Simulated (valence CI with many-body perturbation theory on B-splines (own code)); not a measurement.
Se IV: what the settings do

Method: valence CI with perturbative core correlation (CI+MBPT): three valence electrons over a frozen Dirac-Fock core [Ar] 3d10, a basis of 6 s, 6 p, 5 d, 3 f, 1 g functions for each j, with the one-electron correlation potential Σ1 (screened to all orders), the two-electron term Σ2, the three-electron term Σ3, Breit, model QED; selected single and double excitations, second order for the rest (own B-spline code, finite nucleus).

Against 13 measured levels this calculation errs by 125 cm⁻¹ on average and by 242 at most. These come from a selection out of Moore, Atomic Energy Levels, vol. II, NSRDS-NBS 35 (1971 reprint of NBS Circular 467, 1952), an old analysis. Levels without a partner in it may be off by more.

The reference run has the lowest level 4s2 4p 2P°_1/2 and an ionisation energy of 42.9425 eV. Its largest variational space holds 4405 state functions.

```
         Level  Reference (cm⁻¹)  Shift (cm⁻¹)
4s2 4p 2P°_3/2              4362          -224
 4s 4p2 4P_1/2             79045         -1771
 4s 4p2 4P_3/2             80791         -1865
 4s 4p2 4P_5/2             83228         -1981
 4s 4p2 2D_3/2            103970         -2284
 4s 4p2 2D_5/2            104464         -2315
 4s 4p2 2S_1/2            128723         -2410
 4s 4p2 2P_1/2            136214         -2524
 4s 4p2 2P_3/2            138449         -2609
 4s2 4d 2D_3/2            153205         -3505
 4s2 4d 2D_5/2            153597         -3526
 4s2 5s 2S_1/2            157162         -4095
```

The ionisation energy moves by -0.6916 eV.

Which of these changes was made?
A. shift of the energy in Σ1 (hartree) 0 → 0.4
B. shift of the energy in Σ1 (hartree) 0 → 0.4; scale of Σ1 1 → 0
C. scale of Σ2 1 → -1
D. Breit term on → off; QED terms on → off

B. shift of the energy in Σ1 (hartree) 0 → 0.4; scale of Σ1 1 → 0.
